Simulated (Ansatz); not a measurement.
Consider the formal exchange of groups at the As–C bond: `[SiH3]CC[AsH2]` + BH₃ → `B[AsH2]` + `CC[SiH3]`.

Gas-phase electronic energies from Ansatz, PBE0-D4/def2-TZVP geometries. CCSD(T)/CBS adds triple-zeta CCSD(T) − MP2 to the extrapolated MP2 energy (def2 sets, frozen cores). This one scheme is used for every species. DFT in def2-TZVPP. For As outer-core shells are correlated without core-valence functions, which leaves a few kJ/mol of doubt a bond. Scalar relativity is left out up to krypton. One conformer a species, not always the lowest.

**Question.** Is it downhill or uphill in electronic energy at CCSD(T)/CBS, and by how much? (Estimate.)

**Answer.** Computed: Downhill: ΔE = -59.8 kJ/mol.

**Question.** What do these levels give: ωB97M-V, B2PLYP, PBE, PBE0, CCSD(T)/def2-TZVPP, MP2/def2-QZVPP? (Best estimate.)

**Answer.** The calculation gave: ωB97M-V -59.3, B2PLYP -62.3, PBE -73.8, PBE0 -71.2, CCSD(T)/def2-TZVPP -57.9, MP2/def2-QZVPP -55.5 kJ/mol.

Largest T1 diagnostic among the species: 0.014.

The D4 term adds +7.3 kJ/mol with B3LYP and +4.2 kJ/mol with PBE0; it sums over pairs of atoms, weighted by their polarisabilities, and B3LYP, whose exchange is more repulsive, gets the larger term.

B3LYP here is the variant with VWN-RPA as its local correlation; programs differ in this.
